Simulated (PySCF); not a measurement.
PySCF job for InHClBr, SMILES [Cl][InH][Br], IEF-PCM-M06-2X/def2-SVP. The structure is a stationary point at PBE0-D3(BJ)/def2-SVP. The def2 effective core potentials stand for the cores of In; spin–orbit coupling is left out.

```python
import numpy as np
from pyscf import gto, scf, dft
from pyscf.solvent import pcm

mol = gto.M(
    atom='''
    In   -0.58323180   -0.50192133    0.00000000
    H    -2.25134237   -0.85505691    0.00000000
    Cl    1.05989000   -2.16904337    0.00000000
    Br    0.36604487    1.78065540    0.00000000
    ''',
    basis='def2-SVP',
    ecp={'In': 'def2-svp'},
    charge=0,
    spin=0,
    max_memory=1600,
    verbose=3,
)
mf = dft.RKS(mol, xc='m06-2x').density_fit(auxbasis='def2-universal-jkfit')
mf.grids.level = 4
mf.conv_tol = 1e-9
mf.max_cycle = 100
mf.kernel()
res = {}
for name, eps in {'water': 78.355, 'cyclohexanone': 15.619, '1-octanol': 9.8629}.items():
    s = mf.PCM()
    s.with_solvent.method, s.with_solvent.eps, s.with_solvent.lebedev_order = 'IEF-PCM', eps, 29
    s.kernel(mf.make_rdm1())
    res[name] = (s.e_tot, eps, s.dip_moment(), s.mo_energy, s.converged)
    print(f'{name}: electrostatic solvation free energy {(s.e_tot - mf.e_tot) * 627.509474:.3f} kcal/mol')
```

Program output:

```
converged SCF energy = -3224.68898584008

WARN: PCM is an experimental feature. It is still in testing.
Features and APIs may be changed in the future.

converged SCF energy = -3224.70198132859
Dipole moment(X, Y, Z, Debye): -3.44977, -0.54591,  0.00000
water: electrostatic solvation free energy -8.155 kcal/mol

WARN: PCM is an experimental feature. It is still in testing.
Features and APIs may be changed in the future.

converged SCF energy = -3224.70088662043
Dipole moment(X, Y, Z, Debye): -3.36737, -0.52345, -0.00000
cyclohexanone: electrostatic solvation free energy -7.468 kcal/mol

WARN: PCM is an experimental feature. It is still in testing.
Features and APIs may be changed in the future.

converged SCF energy = -3224.70013559502
Dipole moment(X, Y, Z, Debye): -3.31096, -0.50820,  0.00000
1-octanol: electrostatic solvation free energy -6.997 kcal/mol
```

The run converged.

Cost: around 50 core-seconds (rough).
